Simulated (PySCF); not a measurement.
**A small calculation by hand: chemical shift, span and skew from a shielding tensor**

2-methylbut-1-ene (C5H10), SMILES C=C(C)CC. Atoms are numbered in the order given.

```xyz
15

C     -0.9275    -1.4646     0.5735
C     -0.5059    -0.2424     0.2284
C     -1.3876     0.7205    -0.5110
C      0.8830     0.2355     0.5655
C      1.7571     0.5179    -0.6536
H     -1.9360    -1.8116     0.3304
H     -0.2775    -2.1589     1.1139
H     -1.4757     1.6731     0.0386
H     -0.9712     0.9681    -1.5014
H     -2.3974     0.3144    -0.6617
H      0.8032     1.1570     1.1714
H      1.3749    -0.5140     1.2053
H      2.7674     0.8303    -0.3490
H      1.8560    -0.3806    -1.2825
H      1.3421     1.3210    -1.2817
```

Coordinates come from a PBE0-D3(BJ)/def2-SVP optimisation. The values are those of a single conformer.

GIAO shieldings from PBE0/pcSseg-1 (PySCF), non-relativistic, no solvent. The symmetric part of the tensor of C5 has the principal values 156.6, 166.3, 184.0 ppm. The same nucleus in TMS has σ = 186.3 ppm at this level (PySCF, at its B3LYP-D3(BJ)/def2-TZVP geometry).

Q: Work out the isotropic shielding, the ¹³C shift against TMS, the span and the skew.

A: 
σ(iso) = (σ11 + σ22 + σ33)/3 = 169.0 ppm. δ = σ(ref) − σ(iso) = 186.3 − (169.0) = 17.3 ppm.
Span Ω = σ33 − σ11 = 27.4 ppm. Skew κ = 3(σ(iso) − σ22)/Ω = 0.29. Tumbling in solution averages the tensor to δ; in a static solid the shielding alone would spread this spin-1/2 line over Ω.
